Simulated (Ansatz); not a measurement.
Geometry optimisation, Ansatz 0.2.0, RKS PBE-D4/def2-SVP.

Input file:

```yaml
crystal:
  periodic: [false, false, false]
  atoms:
    - { symbol: Si, position_ang: [-0.852123, 0.282782, 0.821802] }
    - { symbol: H, position_ang: [1.782148, 0.010701, 1.116163] }
    - { symbol: O, position_ang: [1.898169, -0.126301, 0.138088] }
    - { symbol: H, position_ang: [1.826646, -1.103294, 0.050678] }
    - { symbol: O, position_ang: [-1.368197, 1.420148, -0.329168] }
    - { symbol: H, position_ang: [-1.528076, 1.092487, -1.238228] }
    - { symbol: Si, position_ang: [-1.066592, -1.74481, -0.542719] }
    - { symbol: H, position_ang: [-2.222127, -2.635487, -0.12068] }
    - { symbol: H, position_ang: [-1.252735, -1.457801, -2.028243] }
    - { symbol: H, position_ang: [0.178186, -2.619424, -0.426191] }
basis:
  gaussian: { orbitals: def2-SVP }
hamiltonian:
  xc: pbe
  dispersion: d4
relax:
  f_tol: 0.03
  max_steps: 50
```

Command:

```bash
$ ansatz run input.yaml --threads 2 --pin off --max-ram 3072MiB --backend cpu --events-out ev --progress --plain --runs-dir out
```

Problem. Where does it end, and by what steps?

Solution. The run converged. After 10 steps the energy has fallen by 0.233 eV; O3 moved furthest, 0.53 Å.

| step | energy less start (eV) | largest force component (eV/Å) | accepted |
| --- | --- | --- | --- |
| 0 | 0.0000 | 0.718 | yes |
| 1 | -0.0725 | 1.836 | yes |
| 2 | -0.1180 | 1.837 | yes |
| 3 | -0.1372 | 1.970 | yes |
| 4 | -0.1909 | 1.213 | yes |
| 5 | -0.2169 | 0.414 | yes |
| 6 | -0.2251 | 0.378 | yes |
| 7 | -0.2303 | 0.155 | yes |
| 8 | -0.2326 | 0.036 | yes |
| 9 | -0.2329 | 0.033 | yes |
| 10 | -0.2333 | 0.029 | yes |

```xyz
10
Properties=species:S:1:pos:R:3
Si -0.750 0.217 0.856
H 1.922 0.131 1.008
O 1.379 -0.068 0.220
H 1.498 -1.029 0.049
O -1.115 1.414 -0.299
H -1.222 1.130 -1.225
Si -1.081 -1.792 -0.541
H -2.153 -2.766 -0.112
H -1.302 -1.517 -2.019
H 0.219 -2.600 -0.496
```

Run time: 17 s on 2 threads of Arm Neoverse V1 (shared host), peak memory 0.13 GiB.
